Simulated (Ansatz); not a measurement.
Ansatz (a first-principles code) input (B3LYP-D3(BJ)/def2-TZVP):

Ansatz 0.2 input:
```yaml
crystal:
  periodic: [false, false, false]
  atoms:
    - {symbol: Si, position_ang: [-0.01984069, 0.74146250, -0.11074755]}
    - {symbol: Cl, position_ang: [0.03729300, 1.74960160, 1.66450275]}
    - {symbol: N, position_ang: [1.36001817, -0.30304211, -0.13468254]}
    - {symbol: N, position_ang: [-1.38774615, -0.31671063, -0.04237793]}
    - {symbol: H, position_ang: [1.45024630, -0.98443425, -0.86953416]}
    - {symbol: H, position_ang: [2.25958539, 0.08310450, 0.10112840]}
    - {symbol: H, position_ang: [-1.48626135, -1.03906509, -0.73611274]}
    - {symbol: H, position_ang: [-2.28639640, 0.07054424, 0.19502296]}
basis:
  gaussian:
    orbitals: def2-TZVP
hamiltonian:
  xc: b3lyp
  dispersion: d3bj
magnetization: {spin_polarized: true, initial_magnetization: 1}
relax: {f_tol: 0.002, max_steps: 150}
```

End of the output:

```
mean field: 0.93 GiB planned
mean field evaluation 160: about -23450.3346 eV, gradient 2.0e-1 eV
mean field -23450.38992501 eV, -861.7859344990 hartree, gradient 1.0e-5 eV, S^2 0.752064; 1 other end points of the search recorded, 0 dependent functions left out
the calculation of the forces begins
reference -23450.39017521 eV, -861.7859436937 hartree; 25, 24 occupied and 135, 136 virtual orbitals, 1010 factors
Total energy: -23450.72859853 eV, -861.7983805213 hartree
Atom 0 at    -0.054913     0.752902    -0.049659 Å, force     0.000522     0.000385    -0.000165 eV/Å
Atom 1 at     0.187205     1.589416     1.867611 Å, force    -0.000038    -0.000229    -0.000338 eV/Å
Atom 2 at     1.323738    -0.252451    -0.242686 Å, force    -0.000702     0.000866     0.000599 eV/Å
Atom 3 at    -1.409969    -0.262804    -0.275531 Å, force     0.000683    -0.000557     0.000174 eV/Å
Atom 4 at     1.435772    -0.781989    -1.094366 Å, force     0.000135     0.000087    -0.000052 eV/Å
Atom 5 at     2.210451     0.027381     0.147385 Å, force     0.000032    -0.000499    -0.000255 eV/Å
Atom 6 at    -1.433748    -1.191475     0.122686 Å, force    -0.000374    -0.000421     0.000040 eV/Å
Atom 7 at    -2.331637     0.120480    -0.408241 Å, force    -0.000258     0.000367    -0.000002 eV/Å
Dipole moment:    -0.006161    -0.355121    -0.339838 e Å
```

It need not be the lowest isomer of its formula.
